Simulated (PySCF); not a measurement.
GeF4, SMILES [F][Ge]([F])([F])[F]. The structure is a stationary point at PBE0-D3(BJ)/def2-SVP. The isomer is the one that the SMILES or the coordinates give; other isomers of the formula were not compared.

Computed with PBE0-D3(BJ)/def2-SVP (PySCF).

Harmonic wavenumbers (cm⁻¹): 197, 197, 266, 266, 266, 725, 809, 809, 809. Rotational constants (GHz): 3.460, 3.460, 3.460; symmetry number 12.

Q: Work out the zero-point energy and the ideal-gas rigid-rotor harmonic-oscillator thermochemistry at 298.15 K and 1 atm.

A: ZPE = ½ Σ hcν = ½ × 4344 cm⁻¹ = 25.98 kJ/mol. H − E(el) = 43.39 kJ/mol. Entropy in J/(mol K): translation 171.12, rotation 90.02, vibration 42.12, total 303.26. G − E(el) = -47.03 kJ/mol. Cp = 81.73 J/(mol K).
